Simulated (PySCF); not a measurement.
SMILES c1ccc2nsnc2c1 (C6H4N2S) at its CAM-B3LYP/def2-SVP optimised geometry (Å):

```
13

C     -1.7422     0.2017    -0.0009
C     -1.1792    -1.1188    -0.0005
C      0.1686    -1.3259     0.0001
C      1.0258    -0.1840     0.0000
N      2.3551    -0.1840     0.0000
S      2.8295     1.3704     0.0004
N      1.3794     2.1044     0.0003
C      0.4588     1.1456     0.0000
C     -0.9586     1.3175    -0.0006
H     -2.8295     0.3041    -0.0014
H     -1.8579    -1.9743    -0.0006
H      0.6060    -2.3246     0.0004
H     -1.3764     2.3246    -0.0009
```

Level of theory: CAM-B3LYP/def2-TZVP in PySCF 2.14.0.

Map of the HOMO−1 amplitude (bohr^(-3/2)) on the plane z = 1.2 Å; orbital energy -8.74 eV, overall sign arbitrary:

```
|-------------------------------|
|-------------------------------|
|-------------------------------|
|-------------------------------|
|----------------------=====----|
|---------------------=======---|
|--------------------==========-|
|--------------------==++++====-|
|---------------:::--=+****+====|
|-------====---:::::-=+#%%#*+===|
|------======--:....-=*%@@%#+===|
|-----========-:.  .:=*%@@%#++==|
|-----===++++=-:.   :-+#%@%*+===|
|----===++**++-:.   .-=*###*+===|
|----===+****+=-.    :-=+*++====|
|----===+**#**=-:.   .:-=======-|
|----===+**##*+=:.   .:--=====--|
|----===++*##*+=-:....:---==----|
|----====+**#**+=-:::::---------|
|-----===++****+=--::-----------|
|-----====++**++=---------------|
|------====++++===--------------|
|-------==========--------------|
|--------========---------------|
|---------======----------------|
|-------------------------------|
|-------------------------------|
|-------------------------------|
|-------------------------------|
|-------------------------------|
|-------------------------------|
```
Scale: ten equal steps from -0.049 (start of ' ') to 0.081 (end of '@'), in the order ' .:-=+*#%@'; x runs from -5.00 to 5.00, y from -5.00 (bottom) to 5.00 (top).
